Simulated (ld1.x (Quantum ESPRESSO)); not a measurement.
Scattering properties, PAW potential for manganese (Mn)

Mn, PAW, made with ld1.x (Quantum ESPRESSO) 7.5 (LDA (PZ), scalar-relativistic). Core [Ne] 3s2, reference 3p6 3d5 4s0 4p0 (charge +2). Waves: 4s (bound, empty): rcut 1.65, rcutus 2.00 bohr; 4s channel at 2.55 Ry: rcut 1.65, rcutus 2.00 bohr; 3p (bound): rcut 1.40, rcutus 1.75 bohr; 4p (bound, empty): rcut 1.40, rcutus 1.75 bohr; 3d (bound): rcut 0.70, rcutus 0.95 bohr; 3d channel at -1 Ry: rcut 0.70, rcutus 0.95 bohr. Local part: all-electron potential smoothed inside 1.70 bohr (lloc = -2). Core correction: a·sin(br)/r model core, default radius (ld1.x builds one for every PAW set, though the input has nlcc=.false.). Augmentation charge: PSQ, inside the norm-conserving radii.

The phase is arctan(r·u′/u) with u = r·R(r), unwrapped; energies in Ry, scanned from -7 to 5 Ry. A pole is an energy at which the radial function vanishes at the test radius. The pseudo phase is shifted by a multiple of π to meet the all-electron one at the reference energy, and phase errors are pseudo minus all-electron; the curves can meet again beyond the range given. Levels narrower than the energy grid can be missing from the lists of poles. Where the grid stepped over a known ghost or core level, its pole and its step of π were put in at the level’s energy.

```
channel  radius (bohr)  reference energy (Ry)  poles, all-electron       poles, pseudo  unbroken range about the reference energy with phases within 0.05 rad  phase error 1 Ry above the reference energy (rad)
      s           2.20                  -1.44                 2.23          1.64, 2.23                                                              below 1.6                                             -0.003
      p           2.20                  -1.02          -5.24, 3.39  -5.24, -1.16, 3.37                                                             above -1.2                                             -0.001
      d           2.20                  -1.81                -1.50               -1.50                                                        the whole range                                             -0.000
```

Note: ghost state, extra bound levels that the all-electron valence spectrum of the same l lacks: p at -15.8 eV. A true bound ghost makes a file unfit for plane-wave use.

Phases in the d channel:

```tsv
E (Ry)	all-electron	pseudo
-7.00	1.383	1.383
-6.74	1.378	1.378
-6.48	1.373	1.373
-6.22	1.368	1.368
-5.96	1.363	1.363
-5.70	1.356	1.356
-5.44	1.350	1.350
-5.18	1.342	1.342
-4.92	1.334	1.334
-4.66	1.324	1.324
-4.40	1.313	1.313
-4.14	1.301	1.301
-3.88	1.286	1.286
-3.62	1.268	1.268
-3.36	1.244	1.244
-3.10	1.213	1.213
-2.84	1.167	1.167
-2.58	1.091	1.091
-2.32	0.927	0.927
-2.06	0.329	0.329
-1.80	-1.125	-1.125
-1.54	-1.544	-1.544
-1.28	-1.687	-1.687
-1.02	-1.767	-1.767
-0.76	-1.829	-1.829
-0.50	-1.886	-1.886
-0.24	-1.948	-1.948
0.02	-2.020	-2.020
0.28	-2.113	-2.113
0.54	-2.241	-2.241
0.80	-2.432	-2.432
1.06	-2.723	-2.723
1.32	-3.134	-3.133
1.58	-3.574	-3.572
1.84	-3.914	-3.912
2.10	-4.138	-4.136
2.36	-4.285	-4.283
2.62	-4.385	-4.383
2.88	-4.457	-4.455
3.14	-4.511	-4.510
3.40	-4.554	-4.552
3.66	-4.589	-4.587
3.92	-4.618	-4.616
4.18	-4.643	-4.641
4.44	-4.665	-4.663
4.70	-4.684	-4.682
4.96	-4.702	-4.700
```
